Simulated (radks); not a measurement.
Results of a calculation; reference values are marked as such.
Task: These are the eigenvalues of the occupied orbitals of an atom or ion with whole-number occupations (hartree). Code: a radial shooting solver on a logarithmic mesh with Libxc functionals. Model: Dirac Kohn-Sham, LDA (Slater exchange, Perdew-Wang correlation), spin-unpolarised, spherical densities, finite nucleus; Fermi nuclear charge, rms radius of each element as measured or else 0.836 A^(1/3) + 0.57 fm.

orbital  eigenvalue
1s1/2     -2471.105
2s1/2     -425.7696
2p1/2     -407.2011
2p3/2     -360.5806
3s1/2     -98.86026
3p1/2     -90.56837
3p3/2     -80.53572
3d3/2     -66.44844
3d5/2     -64.26150
4s1/2     -21.47688
4p1/2     -18.05394
4p3/2     -15.72399
4d3/2     -10.07671
4d5/2      -9.64669
5s1/2      -4.14018
5p1/2      -3.10460
5p3/2      -2.74326
4f5/2      -2.59704
4f7/2      -2.52049
5d3/2      -1.35515
5d5/2      -1.31651
6s1/2      -1.14637

Which element is it, and in what charge state? The configuration may be excited. Open shells, if any, are shared by 2j + 1.

Result: Z = 73, tantalum, charge +3: Ta3+ in [Xe] 4f13 5d1 6s2. The list shows which subshells hold electrons but not how many an open one holds; the 1s level, -2471.1 hartree, gives Z - s = 70.3 by -(Z - s)^2/2, which with screening and relativity narrows Z to a few neighbours, and the depths of the outer levels then fix element, charge and occupations together.
